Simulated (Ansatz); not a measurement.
Correlation energies of C₄H₇Br (`CC(C)=CBr`) by basis set

```xyz
12

C     1.302   -0.023    0.479
C    -0.048   -0.052   -0.151
C    -1.176    0.466    0.687
C    -0.308   -0.497   -1.375
Br    0.974   -1.184   -2.574
H     1.303   -0.614    1.400
H     2.075   -0.409   -0.183
H     1.565    1.002    0.762
H    -1.258   -0.108    1.616
H    -2.133    0.415    0.166
H    -0.994    1.507    0.972
H    -1.303   -0.503   -1.799
```

Charge 0, multiplicity 1. Correlated methods include outer-core shells of Br, which these sets cover unevenly. Scalar relativity is left out up to krypton. All single points use the PBE0-D4/def2-TZVP geometry. Frozen core, restricted reference, Ansatz 0.2.0.

```tsv
basis	HF (Eh)	MP2 corr.	CCSD corr.	(T)	CCSD(T) total
def2-SVP	?	-0.78791	-0.83472	?	?
def2-TZVPP	-2728.00456	?	-0.99379	?	?
def2-QZVPP	-2728.06103	-1.31410	–	–	–
```

(1) Fill in the withheld values. (Best estimate.)

Results:

(1) Ansatz gave: def2-SVP HF (Eh): -2727.51713; def2-SVP (T): -0.02636; def2-SVP CCSD(T) total: -2728.37821; def2-TZVPP MP2 corr.: -0.95426; def2-TZVPP (T): -0.04157; def2-TZVPP CCSD(T) total: -2729.03992.
